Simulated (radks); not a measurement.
The numbers below are computed, except where a source is named.
Q: Cl VI, configuration [Ne] 3s2. Level of theory: Dirac Kohn-Sham, PBE, spin-unpolarised, spherical densities, finite nucleus; Fermi nuclear charge, rms radius 3.3654 fm (a radial shooting solver on a logarithmic mesh with Libxc functionals). Some entries of the table are withheld. Estimate them.

orbital,occ.,eigenvalue (eV),r(max) (bohr)
1s1/2,2,(1),(2)
2s1/2,2,-336.9118,0.3608
2p1/2,2,(3),(4)
2p3/2,4,(5),(6)
3s1/2,2,-89.4140,1.179

A: 
(1) 1s1/2 eigenvalue (eV): -2839.570
(2) 1s1/2 r(max) (bohr): 0.05946
(3) 2p1/2 eigenvalue (eV): -277.4522
(4) 2p1/2 r(max) (bohr): 0.2991
(5) 2p3/2 eigenvalue (eV): -275.7284
(6) 2p3/2 r(max) (bohr): 0.3009
